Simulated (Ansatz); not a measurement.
Cartesian coordinates (Å):
```xyz
10

C      2.0501     0.2790    -0.3983
Si     0.9346    -0.9515    -0.0915
O     -0.6672    -0.7679     0.0703
Si    -1.8574     0.3710     0.0323
H      3.1006     0.0256    -0.4871
H      1.7985     1.3259    -0.5127
H      1.2747    -2.3745     0.0715
H     -3.0932    -0.2604     0.5501
H     -2.0631     0.8267    -1.3647
H     -1.4776     1.5261     0.8835
```
Charge 0, multiplicity 1.

All values below come from frozen-core CCSD(T)/def2-TZVPP // PBE0-D3(BJ)/def2-TZVP (Ansatz, a program for electronic structure).

```
Property                       Result
----------------------  -------------
HF energy               -694.19523 Ha
MP2 correlation energy    -0.64290 Ha
```

Question: Estimate the CCSD correlation energy, the (T) correction, the total energy and the T1 diagnostic.

Answer: 
```yaml
CCSD correlation energy: -0.68609 Ha
"(T) correction": -0.02671 Ha
CCSD(T) total energy: -694.90802 Ha
T1 diagnostic: 0.013
```
